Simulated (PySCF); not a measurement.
**Gas-phase XPS of pentafluorogermanate anion, computed**

Species: pentafluorogermanate anion, GeF5 (charge -1).
SMILES with atom numbers: `[F:1][Ge-:2]([F:3])([F:4])([F:5])[F:6]`

Method: delta-SCF UKS SCAN, pcX-2 on the ionised atom, pcseg-1 elsewhere, spin-free X2C (PySCF 2.14.0). Each binding energy is the total energy of the core-ionised species, with the hole localised on one atom, minus that of the ground state; both are solved self-consistently, so orbital relaxation is included.

Q: What binding energy does each computed site have?

A: 
```tsv
atom(s)	environment	level	binding energy (eV)	above the level's lowest (eV)	count
F3/F4/F5	fluorine bonded to Ge	F 1s	686.93	+0.59	3
F1/F6	fluorine bonded to Ge	F 1s	686.34	0.00	2
```

Lowest listed F 1s: F1/F6, bonded to Ge. Highest, 0.59 eV above it: F3/F4/F5, bonded to Ge.

Q: What is the longest wavelength that can ionise F 1s of F1/F6 vertically?

A: λ = hc/E = 12398.42 eV Å / 686.34 eV = 18.065 Å.

Q: Which photon energy gives electrons from F 1s of F1/F6 a kinetic energy of 150 eV, and what is their de Broglie wavelength?

A: hν = 686.34 + 150 = 836.34 eV, recoil neglected; λ = 12.264 Å/√(E/eV) = 1.00 Å.

Atoms equivalent by their bonding share one computed value, that of the first of them. No level of germanium is listed. The species carries charge -1, so core ionisation leaves a neutral species. The basis sets have no added diffuse functions. Isolated species at its PBE0-D3(BJ)/def2-SVP geometry, gas phase.
